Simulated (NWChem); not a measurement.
System: SnHCl₂F; SMILES [F][SnH]([Cl])[Cl]

Here is an NWChem input.

```
start job
memory heap 200 mb stack 900 mb global 1100 mb
geometry units angstroms
  Sn     0.006338     0.275289     0.297359
  F     -0.172777     1.752040    -0.987334
  Cl    -1.802264    -1.051176    -0.122650
  Cl     1.871733    -0.842099    -0.394529
  H      0.066381     1.147614     1.779668
end
basis spherical
  * library def2-svp
end
ecp
  Sn library def2-ecp
end
dft
  xc pbe0
  iterations 150
end
driver
  maxiter 120
end
task dft optimize
dft
  grid fine
  convergence energy 1d-8 density 1d-7
end
task dft freq numerical
```

def2 effective core potentials on Sn; no spin-orbit coupling.

The level has its own optimisation; frequencies are unscaled.

Predict the main results of this run. (PBE0/def2-SVP with def2 effective core potentials on Sn.) Quantities: r F–Sn (Å); r Cl–Sn (Å); r H–Sn (Å); highest harmonic frequency (cm⁻¹); lowest (cm⁻¹); zero-point energy (kcal/mol).


| Property | Result |
|---|---|
| r F–Sn (Å) | 1.925 |
| r Cl–Sn (Å) | 2.322 |
| r H–Sn (Å) | 1.696 |
| highest harmonic frequency (cm⁻¹) | 1999 |
| lowest (cm⁻¹) | 111 |
| zero-point energy (kcal/mol) | 7.1 |
